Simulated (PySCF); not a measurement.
CH6Cl2OSi2. Atoms are numbered in the order given.

```xyz
12

C      1.7382    -1.1756    -0.8308
Si     0.5017     0.0085    -0.1045
Cl     1.3357     1.9058    -0.0515
Cl     0.1214    -0.6047     1.8608
Si    -1.6472     0.0372    -1.0287
O     -2.3617    -1.3926    -0.5396
H      1.3123    -2.1903    -0.8578
H      2.6551    -1.1918    -0.2224
H      1.9997    -0.8729    -1.8563
H     -2.3594     1.2552    -0.5321
H     -1.6397     0.0340    -2.5175
H     -2.2378    -1.5981     0.3943
```

Coordinates come from a PBE0-D3(BJ)/def2-SVP optimisation. This is a generated structure with no PubChem entry under its InChIKey; it may be hypothetical. One conformer was computed; it need not be the lowest.

Vertical ionisation energy (IE) and electron affinity (EA) in eV. Rows of orbital energies are one-electron estimates. Where ΔSCF, EOM or ADC give a negative EA the extra electron is unbound and the value depends on the basis.

```json
[
 {"level": "−ε(HOMO), −ε(LUMO), HF/def2-TZVP (PySCF)", "IE": "10.77", "EA": "-2.52"},
 {"level": "−ε(HOMO), −ε(LUMO), PBE/def2-TZVP (PySCF)", "IE": "[?]", "EA": "[?]"}
]
```

Task: Complete the blanks. (An estimate is asked for; the answer gives what the named calculation found.)

Result: 
- −ε(HOMO), −ε(LUMO), PBE/def2-TZVP (PySCF), IE: 6.62
- −ε(HOMO), −ε(LUMO), PBE/def2-TZVP (PySCF), EA: 1.61
